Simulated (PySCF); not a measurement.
Job for PySCF: U-HF/6-31G* on Cl2H2Si (SMILES Cl[SiH2]Cl), a point of a bond scan (R = 2.257 Å).

```python
from pyscf import gto, scf, dft, mp
from pyscf.data.elements import chemcore

mol = gto.M(
    atom='''
    Cl   -1.84252889    0.55371039   -0.00641015
    Si   -0.01146751   -0.76596349    0.02370896
    Cl    1.68829371    0.38281595   -0.02160291
    H    -0.01654524   -1.54120689    1.27268693
    H    -0.03073375   -1.61675610   -1.17493812
    ''',
    basis='6-31g*',
    cart=True,
    charge=0, spin=0, verbose=3, max_memory=1800)
mf = scf.UHF(mol)
mf.conv_tol = 1e-8
mf.max_cycle = 100
mf.init_guess_breaksym = True
mf.kernel()
if not mf.converged:
    mf = mf.newton().run(mf.mo_coeff, mf.mo_occ)
for _ in range(4):
    mo, _, stable, _ = mf.stability(return_status=True)
    if stable:
        break
    mf.kernel(mf.make_rdm1(mo, mf.mo_occ))
```

The log:

```
converged SCF energy = -1209.12860698634  <S^2> = 2.6322837e-09  2S+1 = 1
<class 'pyscf.scf.uhf.UHF'> wavefunction is stable in the internal stability analysis
```

Self-consistency was reached.

Cost: roughly 2.6 core-seconds.
